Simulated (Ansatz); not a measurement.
Species: bromoborane, sum formula BH₂Br, charge 0, multiplicity 1. SMILES: BBr
Structure (B3LYP-D3(BJ)/def2-TZVP (Ansatz, an electronic-structure program) minimum search):
```xyz
4

B     -1.5458     0.1038    -0.1796
Br     0.3404    -0.0229     0.0396
H     -1.9662     0.9940    -0.8363
H     -2.2187    -0.7130     0.3500
```
Charge 0, spin multiplicity 1.

Quantity: atomisation energy (electronic, to ground-state atoms), in kJ/mol. Valence correlation only, unless marked. UHF or UKS for open shells. Spin-orbit coupling is left out. The frozen core is the preceding noble-gas configuration, with the filled d and f shells of earlier blocks. No relativistic terms. The coupled-cluster limit lacks core correlation, which all-electron functionals hold. CBS marks a two-point X^-3 extrapolation of the correlation energy; Hartree-Fock from the larger set (for Q and 5 zeta extrapolated as (X+1)exp(-9√X)).

```csv
level,program,atomisation energy (kJ/mol)
B97M-V/def2-TZVPD,Ansatz,[?]
PBE0/def2-TZVP,Ansatz,1187.8
HSE06/def2-TZVPD,Ansatz,[?]
SCS-MP2/aug-cc-pVDZ,Ansatz,1121.5
"CCSD(T)/CBS(cc-pVQZ,cc-pV5Z)",Ansatz,1179.9
```

**Question.** What belongs in the gaps?

**Answer.** 
- B97M-V/def2-TZVPD, atomisation energy (kJ/mol): 1191.9
- HSE06/def2-TZVPD, atomisation energy (kJ/mol): 1189.1
